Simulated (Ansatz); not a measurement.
`C[CH2][In]([OH])[Cl]` + HCl → `[OH][In]([Cl])[Cl]` + `CC` at 500 K and 1 bar (ligand exchange at the In–C bond).

Gas-phase electronic energies from Ansatz, PBE0-D4/def2-TZVP geometries. CBS: MP2 limit from def2 TZ/QZ plus the TZ coupled-cluster correction, frozen cores. This one scheme is used for every species. Elements past krypton have def2 core potentials. For In outer-core shells are correlated without core-valence functions, which leaves a few kJ/mol of doubt a bond. One conformer a species, not always the lowest.

```tsv
species	CCSD(T)/CBS energy (Eh)	H − E (kJ/mol)	S (J/(mol·K))
`C[CH2][In]([OH])[Cl]`	-804.55778	259.4	472.7
HCl	-460.38127	32.5	201.9
`[OH][In]([Cl])[Cl]`	-1185.26513	77.2	397.8
`CC`	-79.71954	220.5	259.9
```

H − E and S are ideal-gas, rigid-rotor, harmonic terms from PBE0-D4/def2-TZVP, for one conformer and one mirror image of each species. 1 Eh = 2625.50 kJ/mol, R = 8.31446 J/(mol·K).

Task: By hand: ΔE, ΔH, ΔS and ΔG.

Result: ΔE = (-1185.26513) + (-79.71954) − (-804.55778) − (-460.38127) = -0.04562 Eh = -119.8 kJ/mol. Δ(H − E) = 77.2 + 220.5 − 259.4 − 32.5 = 5.8, so ΔH = -114.0 kJ/mol. ΔS = 397.8 + 259.9 − 472.7 − 201.9 = -16.9 J/(mol·K). ΔG = -114.0 − 500 × (-16.9)/1000 = -105.5 kJ/mol.

Task: By hand: the equilibrium constant, and the temperature at which ΔG would vanish if ΔH and ΔS stayed fixed.

Result: log₁₀ K = −ΔG/(RT ln 10) = 11.0. ΔG = 0 at ΔH/ΔS = 6746 K, far beyond where these terms or the molecules hold.

ΔH outweighs TΔS. A doubt of 5 kJ/mol in ΔE shifts log₁₀ K by 0.5 here. Other conformers and mirror images would add mixing entropy, several J/(mol·K) or more a flexible species. Modes under 60 cm⁻¹, often nearly free rotors, make the harmonic entropy too high. These are equilibria of isolated gas molecules and say nothing of rates. Largest T1 diagnostic: 0.014 (customary marks: 0.02 for closed shells, 0.045 for open ones).
